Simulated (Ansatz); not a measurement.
Reaction (cleavage of the B–B bond): `BBO` + `O[SiH2][SiH3]` → `OBO[SiH2][SiH3]` + BH₃

Isolated molecules relaxed with PBE0-D4/def2-TZVP in Ansatz; ΔE leaves out vibrations. CCSD(T)/CBS adds triple-zeta CCSD(T) − MP2 to the extrapolated MP2 energy (def2 sets, frozen cores). This one scheme is used for every species. Functionals use def2-TZVPP. Each species was taken in one conformer, which may not be the lowest.

```tsv
level	ΔE (kJ/mol)
ωB97M-V	-163.8
BLYP	-150.3
HF/def2-SVP	-188.5
CCSD(T)/def2-TZVPP	-164.9
```

**Question.** What does CCSD(T)/CBS give? (Best estimate.)

**Answer.** Ansatz gave: -162.1 kJ/mol. The listed levels differ from it by -1.7, 11.8, -26.4, -2.8 kJ/mol.

Largest T1 diagnostic among the species: 0.013.

At CCSD(T), def2-SVP lies −20.1 kJ/mol from the extrapolated value and def2-TZVPP −2.8 kJ/mol. From BLYP to BHLYP (50 % exact exchange), in def2-TZVPP and without D4, ΔE moves by −16.0 kJ/mol. The D4 term adds −5.7 kJ/mol with B3LYP and −3.3 kJ/mol with PBE0; it sums over pairs of atoms, weighted by their polarisabilities, and B3LYP, whose exchange is more repulsive, gets the larger term.

B3LYP here is the variant with VWN-RPA as its local correlation; programs differ in this.
